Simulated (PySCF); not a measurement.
Electronic structure of O (oxygen, neutral) at the UHF level

Configuration: [He] 2s2 2p4, high-spin 3P determinant. All numbers are calculated (PySCF 2.14, the spin-free X2C one-electron Hamiltonian (Gaussian nucleus), in aug-cc-pVDZ-DK (4s3p2d, 23 functions)).

- Total energy: -74.848596 hartree
- One-electron energy: -103.2468 hartree
- Hartree (Coulomb) energy: 36.6113 hartree
- Exchange energy: -8.2131 hartree
- ⟨S²⟩: 2.0084
- ⟨L²⟩: 2.013
- Sum of ⟨r⟩: 7.642 bohr
- Sum of ⟨r²⟩: 11.31 bohr²
- Traceless quadrupole moment −½Σ⟨3z² − r²⟩ along its main axis: -1.01 e·bohr²
- Langevin diamagnetic susceptibility: -8.96 ×10⁻⁶ cm³/mol

```csv
shell,electrons,mean orbital energy (hartree),spread (hartree),"rms radius, mean of both spins (bohr)"
1s α,1,-20.73567,0,0.230
1s β,1,-20.65507,0,0.230
2s α,1,-1.42426,0,1.26
2s β,1,-1.08384,0,1.26
2p α,3,-0.67731,0.09767,1.42
2p β,1,-0.51963,0,1.42
```

Spin-orbit constants ζ (cm⁻¹) from the X2C one-electron operator on these orbitals: bare nucleus, nucleus screened by l(l+1)(2l+1)/3 electrons, and screened by the Breit-Pauli mean field of the electrons.

```
shell   bare  screened nucleus  mean field
   2p  231.7             173.8       146.5
```

To first order the Landé constant is A = -73.26 cm⁻¹, so the lowest level has J = 2 and lies 0.00908 eV below the centre of the term. This holds in LS coupling only.
